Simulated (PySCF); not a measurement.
SMILES C=Cc1ccccc1B(O)O (C₈H₉BO₂) at its GFN2-xTB optimised geometry (Å):

```
20

C      0.0200    -2.4022    -0.5826
C      0.4018    -1.2950     0.0402
C     -0.3232    -0.0218     0.0000
C     -1.7166    -0.0218     0.0000
C     -2.4277     1.1624     0.0000
C     -1.7502     2.3701     0.0095
C     -0.3675     2.3789     0.0105
C      0.3745     1.1990    -0.0004
B      1.9534     1.3037    -0.0882
O      2.7405     0.4320    -0.7809
O      2.5580     2.3510     0.5117
H     -0.8652    -2.4353    -1.1960
H      0.5840    -3.3170    -0.5116
H      1.3106    -1.2955     0.6294
H     -2.2429    -0.9650     0.0252
H     -3.5081     1.1433     0.0030
H     -2.2987     3.3007     0.0198
H      0.1666     3.3170     0.0205
H      2.2910    -0.2967    -1.2070
H      3.5081     2.3695     0.3889
```

Computed with PySCF 2.14.0 with PBE/def2-SVP. Cells within 0.4 Å of a nucleus heavier than hydrogen are left out (blank, or x).

Map of the log10 of the electron density (e/bohr³), floored at −4 on the plane z = 0.0 Å:

```
|00000000000000000000000000000|
|00000000000000000000000000000|
|00000000000000000000000000000|
|00000001222112221000000000000|
|00000023444334443211100000000|
|00000135676446765333332100000|
|00000146897668986445654310000|
|00000246899889986567876531000|
|0000124689x99x986579998642000|
|0001345689x99x987779998642000|
|00024678999889998889976531000|
|00135899xx8768xx99xx875420000|
|00135799x987789x9888876430000|
|00024677899989997778886530000|
|0001245689x99xx86567776420000|
|00001246899999987655665310000|
|00000146898778998765443200000|
|000001357876689x9865321000000|
|00000024565568998764200000000|
|00000012344568997653100000000|
|00000000123568887532000000000|
|00000000013467887531000000000|
|00000000002346777531000000000|
|00000000000234565420000000000|
|00000000000012344310000000000|
|00000000000000121100000000000|
|00000000000000000000000000000|
|00000000000000000000000000000|
|00000000000000000000000000000|
```
Scale: ten equal steps from -4.00 (start of '0') to -0.415 (end of '9'), in the order '0123456789'; x runs from -6.00 to 6.00, y from -6.00 (bottom) to 6.00 (top).
